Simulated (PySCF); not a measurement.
C₄H₄OSe, SMILES [Se]1CC(=C)C1=O. Atoms are numbered in the order given.

```xyz
10

C      0.5767    -2.6116     0.0000
C      0.4357    -1.2853     0.0000
C      1.4442    -0.1602     0.0000
Se     0.0285     1.2128     0.0000
C     -0.8569    -0.5436     0.0000
O     -1.9953    -0.8831     0.0000
H      1.5600    -3.0893     0.0000
H     -0.3116    -3.2490     0.0000
H      2.0736    -0.1142     0.8999
H      2.0736    -0.1142    -0.8999
```

Geometry optimised at PBE0-D3(BJ)/def2-SVP. The structure was generated by enumeration, and PubChem lists no compound with its InChIKey, so it may never have been made.

Two levels are set side by side: PBE/pcSseg-1 (PySCF) and B3LYP/pcSseg-1 (PySCF). GIAO shifts against H2O (¹⁷O), Me2Se (⁷⁷Se), TMS (¹H), TMS (¹³C) at the same level; non-relativistic, no solvent, atoms listed together averaged. Differences are taken from unrounded values.

```
quantity                B3LYP
----------------------  -----
δ(¹³C) of C1 (ppm)      120.1
δ(¹³C) of C2 (ppm)      171.1
δ(¹³C) of C3 (ppm)       30.6
δ(⁷⁷Se) of Se4 (ppm)    868.8
δ(¹³C) of C5 (ppm)      198.3
δ(¹⁷O) of O6 (ppm)      586.0
δ(¹H) of H9, H10 (ppm)   3.77
```

Problem. What does PBE give, and how far is it from B3LYP? (An estimate is asked for; the answer gives what the named calculation found.)

Solution. 
| quantity | PBE | PBE minus B3LYP |
|---|---|---|
| δ(¹³C) of C1 (ppm) | 116.7 | -3.5 |
| δ(¹³C) of C2 (ppm) | 169.6 | -1.5 |
| δ(¹³C) of C3 (ppm) | 31.5 | 0.9 |
| δ(⁷⁷Se) of Se4 (ppm) | 866.3 | -2.5 |
| δ(¹³C) of C5 (ppm) | 191.6 | -6.7 |
| δ(¹⁷O) of O6 (ppm) | 564.8 | -21.2 |
| δ(¹H) of H9, H10 (ppm) | 3.80 | 0.02 |

Rough cost on one machine, each run with all the roots and properties that it gave: B3LYP against PBE within a factor of 2.
